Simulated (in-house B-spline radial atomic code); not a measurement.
Values are calculated unless marked as measured or tabulated.
## C6 from the polarisability at imaginary frequency: Mg

LC-wPBE linear response of the closed shell [Ne] 3s2, from a B-spline radial code for spherical atoms; scalar-relativistic (spin-free one-electron X2C), finite nucleus, no spin-orbit coupling.

The dispersion coefficient of two like species is C6 = (3/π) ∫ α(iu)² du from 0 to ∞.

| u (hartree) | α(iu) (bohr³) |
| --- | --- |
| 0 | 76.53 |
| 0.03 | 73.82 |
| 0.07 | 63.81 |
| 0.12 | 48.36 |
| 0.2 | 29.46 |
| 0.3 | 16.91 |
| 0.45 | 8.84 |
| 0.7 | 4.198 |
| 1 | 2.337 |
| 1.5 | 1.258 |
| 2.5 | 0.6172 |
| 5 | 0.2349 |

Problem. Fit one oscillator, α(iu) = α(0)/(1 + u²/ω²), through u = 0.3 and estimate C6.

Solution. From α(0)/α(iu) − 1 = 76.53/16.91 − 1 = 3.5257, ω = u/√3.5257 = 0.1598 hartree (4.3 eV). London's formula gives C6 = (3/4) α(0)² ω = 0.75 × 76.53² × 0.1598 = 701.8 hartree·bohr⁶, and the oscillator holds f = α(0) ω² = 1.95 electrons, of a sum of oscillator strengths of 12.0.

Problem. How does that compare with the full integral?

Solution. The program's quadrature over all excitations gives C6 = 697.6, so the single oscillator is off by +0.6 %. At the last point the fit gives α = 0.0781 against 0.235: higher excitations, and deeper shells where there are any, keep the true curve higher at large u.
